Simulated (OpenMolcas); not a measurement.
OpenMolcas run: Bi+

Input:

```
&GATEWAY
Coord
1

Bi 0.0 0.0 0.0
Basis=ANO-R2
Group=XYZ
NoMove
AngMom=0.0 0.0 0.0
AMFI
&SEWARD
* reference wave functions (RASSCF and RASSI steps not shown): 2 electrons in 3 orbitals (6p)
>>> COPY JOB001 $Project.JobIph
&CASPT2
XMultistate=3 1 2 3
Frozen=15 19
IPEA=0.35
MaxIter=60
WThr=0.0 0.3 0.05
PrWF=0.5
NoMix
>>> COPY JOB002 $Project.JobIph
&CASPT2
XMultistate=6 1 2 3 4 5 6
Frozen=15 19
IPEA=0.35
MaxIter=60
WThr=0.0 0.3 0.05
PrWF=0.5
NoMix
```

Launched by
```bash
OMP_NUM_THREADS=1 MOLCAS_MEM=2252 MOLCAS_PROJECT=a pymolcas a.inp > a.log  # once for each step of the input, in one work folder
```

Output, cut to the results:

```
--- CASPT2 ---
Orbital specifications:
      -----------------------

      Symmetry species                           1   2
                                                ag  au
      Frozen orbitals                           15  19
      Inactive orbitals                          6   0
      Active orbitals                            0   3
      Secondary orbitals                        21  20
      Deleted orbitals                           0   0
      Number of basis functions                 42  42
Type of calculation                        XMS-CASPT2
      Fock operator                              state-average
      IPEA shift                                 0.35
      Real shift                                 0.00
      Imaginary shift                            0.00
      The input orbitals will be transformed to quasi-canonical
      The input states will be rotated to diagonalize the Fock operator
Reference energy:      -21529.1655203093
      E2 (Non-variational):      -0.4681619539
      E2 (Variational):          -0.4681619355
      Total energy:          -21529.6336822447
      Residual norm:              0.0000003388
      Reference weight:           0.91264
      Contributions to the CASPT2 correlation energy
      Active & Virtual Only:         -0.0037969169
      One Inactive Excited:          -0.0712392109
      Two Inactive Excited:          -0.3931258261
Reference energy:      -21529.1655203093
      E2 (Non-variational):      -0.4689118237
      E2 (Variational):          -0.4689118050
      Total energy:          -21529.6344321143
      Residual norm:              0.0000003333
      Reference weight:           0.91194
      Contributions to the CASPT2 correlation energy
      Active & Virtual Only:         -0.0037969010
      One Inactive Excited:          -0.0713613912
      Two Inactive Excited:          -0.3937535314
::    XMS-CASPT2 Root  1     Total energy: -21529.63443214
::    XMS-CASPT2 Root  2     Total energy: -21529.63368230
::    XMS-CASPT2 Root  3     Total energy: -21529.63368224
--- CASPT2 ---
Orbital specifications:
      -----------------------

      Symmetry species                           1   2
                                                ag  au
      Frozen orbitals                           15  19
      Inactive orbitals                          6   0
      Active orbitals                            0   3
      Secondary orbitals                        21  20
      Deleted orbitals                           0   0
      Number of basis functions                 42  42
Type of calculation                        XMS-CASPT2
      Fock operator                              state-average
      IPEA shift                                 0.35
      Real shift                                 0.00
      Imaginary shift                            0.00
      The input orbitals will be transformed to quasi-canonical
      The input states will be rotated to diagonalize the Fock operator
Reference energy:      -21529.1237611328
      E2 (Non-variational):      -0.4793549741
      E2 (Variational):          -0.4793549731
      Total energy:          -21529.6031161058
      Residual norm:              0.0000004862
      Reference weight:           0.90545
      Contributions to the CASPT2 correlation energy
      Active & Virtual Only:         -0.0100468135
      One Inactive Excited:          -0.0725162331
      Two Inactive Excited:          -0.3967919274
Reference energy:      -21529.1237611327
      E2 (Non-variational):      -0.4841343965
      E2 (Variational):          -0.4841343987
      Total energy:          -21529.6078955315
      Residual norm:              0.0000005302
      Reference weight:           0.90177
      Contributions to the CASPT2 correlation energy
      Active & Virtual Only:         -0.0136277893
      One Inactive Excited:          -0.0702878154
      Two Inactive Excited:          -0.4002187918
::    XMS-CASPT2 Root  1     Total energy: -21529.60439958
::    XMS-CASPT2 Root  2     Total energy: -21529.60057341
::    XMS-CASPT2 Root  3     Total energy: -21529.59969918
::    XMS-CASPT2 Root  4     Total energy: -21529.59964938
::    XMS-CASPT2 Root  5     Total energy: -21529.59799514
::    XMS-CASPT2 Root  6     Total energy: -21529.55431779
```

In XMS-CASPT2 the single-state energies belong to rotated reference states; over a whole degenerate manifold the rotation is arbitrary, and only the multistate roots count.

Levels above the lowest, from the spin-orbit matrix with the multistate effective Hamiltonian, averaged by term, added to it:

```csv
Configuration,Term,J,E (cm-1),g,Term weight %,Second
6s2 6p2,3P,0,0.0,,85,15 1S
6s2 6p2,3P,1,11220,1.501,100,
6s2 6p2,3P,2,15240,1.289,58,42 1D
6s2 6p2,1D,2,29810,1.212,58,42 3P
6s2 6p2,1S,0,39900,,85,15 3P
```

CASPT2 does not keep the components of a term degenerate, so their means are used; among the terms shown or strongly mixed into the levels shown the widest spread is 1400 cm-1 (6s2 6p2 1D). Terms from blocks run as CI alone lack orbitals of their own. Spin-orbit splittings of 6p shells tend to come out small when the coupling is added on scalar orbitals. With the s shell closed, the reference lacks s² → p² mixing. Levels of configurations outside the active space are missing.

The CASPT2 steps took 1.3 s on 1 thread of Arm Neoverse V1, on a shared host; the integral step is not counted.

The term weight is that of the spin-free term in the level, not the purity of its configuration.
